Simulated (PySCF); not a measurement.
# Ge⁺ (germanium, charge +1) across methods

[Ar] 3d10 4s1 4p2, high-spin 4P determinant (an excited configuration). Calculation: PySCF 2.14, in aug-cc-pVTZ-PP with one added diffuse shell each of s, d, f type with ECP10MDF (7s5p5d3f, 68 functions); scalar relativity through the core potential.

```tsv
method	E (hartree)	mean ε 3d β (eV)	mean ε 4s α (eV)	mean ε 4p α (eV)	Σ⟨r²⟩ (bohr²)	⟨S²⟩
r2SCANh	-293.8870	-41.948	-23.019	-13.675	28.87	3.752
r2SCAN	-293.8881	-40.501	-22.419	-13.251	28.86	3.752
MN15	-294.3768	-46.509	-23.627	-14.294	29.37	3.751
PBE0	-293.9630	-43.923	-23.414	-14.037	29.11	3.751
PBE	-293.9868	-40.253	-21.725	-12.847	29.21	3.751
LDA	-293.5025	-40.303	-21.963	-12.893	29.17	3.751
BHandHLYP	-293.8545	-47.514	-24.861	-14.920	29.08	3.751
UHF	-292.90206	-53.841	-27.859	-17.147	29.30	3.752
wB97X-V	-293.9583	-46.317	-25.999	-16.207	29.25	3.751
```

Energies and moments cover only the electrons outside the core potential.
